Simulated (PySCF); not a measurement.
Arsenic: a sound run and one with changed settings

Sound run: As⁺ [Ar] 3d10 4s2 4p2, As²⁺ [Ar] 3d10 4s2 4p1. All numbers are calculated (PySCF 2.14, scalar relativity by spin-free X2C-1e, in jorge-DZP-DKH (8s6p2d1f, 43 functions)). In the sound run the correlated levels freeze [Ar] 3d10. The sound run starts from symmetry-adapted Hartree-Fock orbitals and uses a fine grid where one is needed.

Changed run: the non-relativistic Hamiltonian (point nucleus). This setting is unsound on purpose.

```tsv
species	method	sound run (hartree)	changed run (hartree)	converged
As⁺	UHF	-2258.54714	-2228.06102	yes
As⁺	PBE0	-2259.95016	-2229.38064	yes
As⁺	M06-L	-2260.13296	-2229.58309	yes
As⁺	MP2	-2258.57238	-2228.08608	yes
As⁺	CCSD(T)	-2258.58114	-2228.09504	yes
As²⁺	UHF	-2257.88761	-2227.40002	yes
As²⁺	PBE0	-2259.27080	-2228.69981	yes
As²⁺	M06-L	-2259.46452	-2228.91207	yes
As²⁺	MP2	-2257.91355	-2227.42603	yes
As²⁺	CCSD(T)	-2257.92478	-2227.43776	yes
```

Ionisation energy of As⁺:

| method | sound run (eV) | changed run (eV) |
| --- | --- | --- |
| UHF | 17.947 | 17.987 |
| PBE0 | 18.486 | 18.526 |
| M06-L | 18.189 | 18.260 |
| MP2 | 17.928 | 17.961 |
| SCS-MP2 | 17.880 | 17.912 |
| CCSD | 17.859 | 17.884 |
| CCSD(T) | 17.860 | 17.885 |

Most of the change in total energy is the relativistic energy itself. On top of that the contraction fixes the core shape for the Hamiltonian it was made with, so the changed run is not a good calculation with the other Hamiltonian either.

For comparison, NIST gives 18.589 eV between the lowest levels.
